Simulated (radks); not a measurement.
Q: The mean radii <r> (bohr) of the occupied orbitals of an atom or ion are listed with their occupations. Calculated with a radial shooting solver on a logarithmic mesh with Libxc functionals: scalar-relativistic Kohn-Sham, r2SCAN, spin-polarised, spherical densities, finite nucleus; meta-GGA in the generalised Kohn-Sham scheme; Fermi nuclear charge, rms radius of each element as measured or else 0.836 A^(1/3) + 0.57 fm.

| orbital | occ. | <r> |
|---|---|---|
| 1s up | 1 | 0.01774 |
| 1s down | 1 | 0.01774 |
| 2s up | 1 | 0.07490 |
| 2s down | 1 | 0.07489 |
| 2p up | 3 | 0.06729 |
| 2p down | 3 | 0.06729 |
| 3s up | 1 | 0.1937 |
| 3s down | 1 | 0.1937 |
| 3p up | 3 | 0.1945 |
| 3p down | 3 | 0.1944 |
| 3d up | 5 | 0.1763 |
| 3d down | 5 | 0.1762 |
| 4s up | 1 | 0.4299 |
| 4s down | 1 | 0.4302 |
| 4p up | 3 | 0.4562 |
| 4p down | 3 | 0.4565 |
| 4d up | 5 | 0.4833 |
| 4d down | 5 | 0.4837 |
| 5s up | 1 | 0.9798 |
| 5s down | 1 | 0.9770 |
| 4f up | 7 | 0.5307 |
| 4f down | 5 | 0.5310 |
| 5p up | 3 | 1.119 |
| 5p down | 3 | 1.112 |
| 5d up | 5 | 1.509 |
| 5d down | 1 | 1.498 |
| 6s up | 1 | 2.477 |
| 6p up | 2 | 3.094 |

Name the element and its charge. Open shells, if any, are filled with parallel spins first.

A: Z = 76, osmium, charge +1: Os+ in [Xe] 4f12 5d6 6s1 6p2. The 1s radius gives Z: for a bare nucleus <r> = (2 gamma + 1)/(2Z) with gamma = sqrt(1 - (Z/c)^2), 0.01753 bohr for Z = 76, and screening makes it slightly larger (0.01774 here). The occupations add up to 75, and the charge is Z minus that.
